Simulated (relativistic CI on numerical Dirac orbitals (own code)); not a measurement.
Re69+: computed level list

These numbers are calculated, not measured: Dirac-Coulomb-Breit CI, separate exchange-only KLI orbitals for each configuration, a model potential for QED, unscaled Slater integrals (own radial code, finite nucleus).

Configurations in the expansion (outside the closed core 1s2): 2s2 2p2, 2s 2p3, 2p4, 2p3 3s, 2p3 3p, 2s2 2p 3s, 2p3 3d, 2s2 2p 3p, 2s2 2p 3d, 2s 2p2 3s, 2s 2p2 3p, 2s 2p2 3d, 2s2 2p 4s, 2s2 2p 4p, 2s2 2p 4d, 2s2 2p 4f, 2s2 3s2, 2s 2p2 4s, 2s2 3s 3p, 2s 2p2 4p, 2s 2p2 4d, 2s2 3s 3d, 2s 2p2 4f, 2s2 2p 5s, 2s2 3p2, 2s2 2p 5p, 2s2 2p 5d, 2s2 2p 5f, 2s2 2p 5g, 2s2 3p 3d, 2s 2p 3s2, 2s2 3d2, 2s 2p 3s 3p, 2s 2p 3s 3d, 2s 2p 3p2, 2s 2p 3p 3d. Levels of other configurations are missing.

The lowest level is 2s2 2p2 3P_0, with 68 % of that term; Hund's rules for 2s2 2p2 give 3P with J = 0, in agreement.

| No. | Configuration | Term | J | E (10³ cm⁻¹) | % | Next component (%) | Lifetime (s) |
| --- | --- | --- | --- | --- | --- | --- | --- |
| 1 | 2s2 2p2 | 3P | 0 | 0 | 68 | 32 1S |  |
| 2 | 2s2 2p2 | 3P | 1 | 12124 | 100 |  | 4.84e-11 |
| 3 | 2s2 2p2 | 1D | 2 | 12272 | 65 | 35 3P | 8.59e-09 |
| 4 | 2s 2p3 | 3P° | 2 | 14622 | 49 | 26 5S° | 2.87e-11 |
| 5 | 2s 2p3 | 1P° | 1 | 15353 | 31 | 31 3D° | 6.92e-14 |
| 6 | 2s2 2p2 | 3P | 2 | 24600 | 65 | 34 1D | 1.12e-11 |
| 7 | 2s2 2p2 | 1S | 0 | 25120 | 67 | 32 3P | 1.01e-11 |
| 8 | 2s 2p3 | 5S° | 2 | 26509 | 50 | 46 3D° | 2.97e-13 |
| 9 | 2s 2p3 | 3D° | 3 | 26874 | 100 |  | 3.13e-13 |
| 10 | 2s 2p3 | 3P° | 0 | 27399 | 100 |  | 8.81e-14 |
| 11 | 2s 2p3 | 3S° | 1 | 27588 | 53 | 43 3D° | 4.48e-14 |
| 12 | 2s 2p3 | 1D° | 2 | 27662 | 74 | 21 3D° | 4.59e-14 |
| 13 | 2s 2p3 | 3P° | 1 | 27698 | 64 | 33 1P° | 7.85e-14 |
| 14 | 2p4 | 3P | 2 | 30306 | 67 | 32 1D | 4.77e-14 |
| 15 | 2p4 | 1S | 0 | 30851 | 64 | 35 3P | 4.30e-14 |
| 16 | 2s 2p3 | 3P° | 2 | 39490 | 51 | 19 5S° | 9.27e-14 |
| 17 | 2s 2p3 | 1P° | 1 | 40207 | 36 | 25 3D° | 3.70e-14 |
| 18 | 2p4 | 3P | 1 | 42566 | 100 |  | 3.04e-14 |
| 19 | 2p4 | 1D | 2 | 42717 | 68 | 32 3P | 3.13e-14 |
| 20 | 2p4 | 3P | 0 | 55280 | 65 | 35 1S | 2.29e-14 |
| 21 | 2s2 2p 3s | 3P° | 0 | 86627 | 100 |  | 3.96e-15 |
| 22 | 2s2 2p 3s | 3P° | 1 | 86657 | 67 | 33 1P° | 3.26e-15 |
| 23 | 2s2 2p 3p | 3D | 1 | 87359 | 74 | 22 1P | 2.60e-13 |
| 24 | 2s2 2p 3p | 3P | 0 | 87764 | 67 | 32 1S | 1.27e-13 |
| 25 | 2s 2p2 3s | 5P | 1 | 88914 | 41 | 31 3S | 4.00e-15 |
| 26 | 2s 2p2 3s | 3P | 0 | 89240 | 68 | 31 1S | 4.25e-15 |
| 27 | 2s 2p2 3p | 3P° | 1 | 89717 | 33 | 21 5D° | 1.70e-15 |
| 28 | 2s 2p2 3p | 3P° | 0 | 89724 | 52 | 41 5D° | 1.57e-13 |
| 29 | 2s2 2p 3p | 3D | 2 | 91133 | 52 | 32 1D | 1.66e-13 |
| 30 | 2s2 2p 3p | 3P | 1 | 91142 | 48 | 30 3S | 2.04e-13 |
| 31 | 2s2 2p 3d | 3F° | 2 | 91665 | 75 | 20 1D° | 3.53e-15 |
| 32 | 2s2 2p 3d | 3D° | 1 | 91882 | 50 | 32 1P° | 4.29e-16 |
| 33 | 2s2 2p 3d | 3P° | 2 | 92720 | 47 | 35 3D° | 6.14e-16 |
| 34 | 2s2 2p 3d | 3F° | 3 | 92756 | 46 | 32 1F° | 6.22e-16 |
| 35 | 2s 2p2 3p | 3P° | 2 | 93445 | 36 | 19 5P° | 2.38e-14 |
| 36 | 2s 2p2 3p | 3D° | 1 | 93488 | 30 | 26 3P° | 1.73e-15 |
| 37 | 2s 2p2 3d | 3D | 1 | 93967 | 47 | 35 5F | 3.90e-15 |
| 38 | 2s 2p2 3d | 3D | 2 | 94016 | 31 | 16 5F | 3.24e-15 |
| 39 | 2s 2p2 3d | 3D | 3 | 94995 | 38 | 17 5D | 6.22e-16 |
| 40 | 2s 2p2 3d | 3F | 2 | 95143 | 27 | 25 3D | 6.33e-16 |
| 41 | 2s2 2p 3s | 3P° | 2 | 99144 | 98 | 1 2p3 3s 3P° | 5.06e-15 |
| 42 | 2s2 2p 3s | 1P° | 1 | 99220 | 66 | 32 3P° | 2.67e-15 |
| 43 | 2s2 2p 3p | 3P | 1 | 100031 | 50 | 27 3S | 1.06e-13 |
| 44 | 2s2 2p 3p | 3D | 2 | 100046 | 47 | 33 1D | 1.29e-13 |
| 45 | 2s 2p2 3s | 5P | 2 | 100766 | 84 | 8 3P | 6.05e-15 |
| 46 | 2s 2p2 3s | 3P | 1 | 101005 | 65 | 20 5P | 2.95e-15 |
| 47 | 2s 2p2 3s | 3D | 3 | 101088 | 63 | 37 5P | 5.37e-15 |
| 48 | 2s 2p2 3s | 3P | 2 | 101310 | 38 | 36 3D | 3.04e-15 |
| 49 | 2s 2p2 3p | 5P° | 1 | 101530 | 39 | 31 5D° | 5.08e-15 |
| 50 | 2s 2p2 3p | 5D° | 2 | 101620 | 46 | 26 3D° | 2.68e-15 |
| 51 | 2s 2p2 3s | 3P | 0 | 101768 | 99 |  | 2.68e-15 |
| 52 | 2s 2p2 3s | 3D | 1 | 101778 | 45 | 45 1P | 2.75e-15 |
| 53 | 2s 2p2 3s | 3P | 1 | 101830 | 73 | 13 3D | 6.25e-15 |
| 54 | 2s 2p2 3s | 1D | 2 | 101856 | 39 | 36 3P | 5.35e-15 |
| 55 | 2s 2p2 3p | 3D° | 3 | 101874 | 33 | 28 3F° | 1.86e-15 |
| 56 | 2s 2p2 3p | 3P° | 2 | 102206 | 43 | 17 3D° | 2.91e-15 |
| 57 | 2s 2p2 3p | 3P° | 0 | 102470 | 49 | 27 5D° | 1.82e-15 |
| 58 | 2s 2p2 3p | 3D° | 1 | 102479 | 59 | 15 3P° | 1.98e-15 |
| 59 | 2s 2p2 3p | 3F° | 2 | 102501 | 45 | 23 1D° | 2.94e-15 |
| 60 | 2s 2p2 3p | 1P° | 1 | 102910 | 29 | 28 3D° | 2.81e-15 |
| 61 | 2s2 2p 3p | 3D | 3 | 103520 | 98 | 1 2p3 3p 3D | 8.71e-14 |
| 62 | 2s2 2p 3p | 1P | 1 | 103525 | 54 | 37 3S | 6.66e-14 |
| 63 | 2s2 2p 3p | 3P | 2 | 103780 | 64 | 34 1D | 7.52e-14 |
| 64 | 2s2 2p 3p | 1S | 0 | 104007 | 66 | 32 3P | 6.31e-14 |
| 65 | 2p3 3s | 3P° | 2 | 104178 | 47 | 23 5S° | 6.71e-15 |
| 66 | 2p3 3s | 1P° | 1 | 104258 | 31 | 26 3D° | 3.19e-15 |
| 67 | 2s2 2p 3d | 3D° | 2 | 104265 | 50 | 24 1D° | 5.88e-16 |
| 68 | 2s2 2p 3d | 3F° | 3 | 104334 | 53 | 33 1F° | 6.34e-16 |
| 69 | 2s2 2p 3d | 3P° | 1 | 104368 | 55 | 38 3D° | 4.98e-16 |
| 70 | 2s2 2p 3d | 3P° | 0 | 104404 | 98 | 1 2p3 3d 3P° | 6.41e-16 |

Energies count from the lowest computed level; ° marks odd parity; lifetimes are radiative, by E1, M1, E2, M2 decay to levels of this space only.

The mean weight of the leading LS term, summed over parents, in these 70 levels is 58 %, and that of the leading jj configuration (from the same eigenvectors) 99 %, so jj coupling describes them better and the LS labels are nominal.

At this charge energies of transitions that change n are usually good to better than 1 %, and those within a shell (Δn = 0) to a few per cent.

LS names give the leading component of a level, which can be under half, so a name can repeat, a term be missing and a line seem to break the LS rules.
